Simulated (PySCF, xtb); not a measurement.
Se(Me)(SMe) (C2H6SSe), SMILES CS[Se]C. One conformer was computed; it need not be the lowest.

Harmonic wavenumbers (cm⁻¹) from GFN2-xTB (xtb) at its own minimum, in rising order: 73, 99, 105, 178, 194, 391, 546, 695, 854, 870, 932, 935, 1275, 1308, 1428, 1431, 1443, 1448, 3011, 3026, 3037, 3044, 3045, 3064.

Q: What does ωB97X-D3(BJ)/def2-SVP (PySCF) give at its own minimum? (An estimate is asked for; the answer gives what the named calculation found.)

A: 89, 133, 154, 206, 230, 430, 628, 744, 918, 923, 977, 979, 1315, 1349, 1442, 1450, 1459, 1465, 3074, 3082, 3184, 3196, 3198, 3214. Paired by order, the mean absolute difference is 59 cm⁻¹ and the zero-point energies are 46.4 and 48.4 kcal/mol.
